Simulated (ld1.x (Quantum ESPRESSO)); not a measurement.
## calcium (Ca): excitation energies, all-electron against TM

- Element: calcium
- Generator: ld1.x (Quantum ESPRESSO) 7.5
- Type: norm-conserving Troullier–Martins (Kleinman–Bylander form)
- Functional: PBEsol
- Relativity: fully relativistic
- Frozen core: [Ne] 3s2
- Valence charge: 8
- Reference configuration: 3p6 3d0 4s2 4p0
- Partial waves: 3p (bound): rc 2.05 bohr; 3d (bound, empty): rc 2.00 bohr; 4s (bound): rc 3.40 bohr
- Local potential: the s channel
- Core correction: a·sin(br)/r model core inside 1.30 bohr

Open shells are filled in proportion to 2j + 1 (rel_dist='average').

Energies are relative to the spin-unpolarised reference configuration 3p6 3d0 4s2 4p0; without spin polarisation the order of configurations can differ from experiment.

Problem. Give the all-electron excitation energy and the error of the potential for: 3p6 3d0 4s1 4p0; 3p6 3d0 4s0 4p0; 3p6 3d0 4s1.5 4p0; 3p5 3d0 4s2 4p0; 3p6 3d0 4s1 4p1; 3p6 3d1 4s1 4p0; 3p6 3d0 4s0 4p1.

Solution.

```csv
valence configuration,charge,ΔE all-electron (eV),error AE − PS (meV)
3p6 3d0 4s1 4p0,+1,6.305,+3.0
3p6 3d0 4s0 4p0,+2,17.986,-3.7
3p6 3d0 4s1.5 4p0,+0.5,2.503,+0.7
3p5 3d0 4s2 4p0,+1,34.604,-308
3p6 3d0 4s1 4p1,0,2.426,-400
3p6 3d1 4s1 4p0,0,2.277,-66
3p6 3d0 4s0 4p1,+1,9.327,-695
```

Levels in the configuration 3p6 3d0 4s1 4p1:

```tsv
level	all-electron (eV)	pseudo (eV)
3p j=1/2	-29.555	-30.086
3p j=3/2	-29.169	-29.700
4s j=1/2	-4.406	-4.683
4p j=1/2	-1.946	-1.758
4p j=3/2	-1.927	-1.749
```
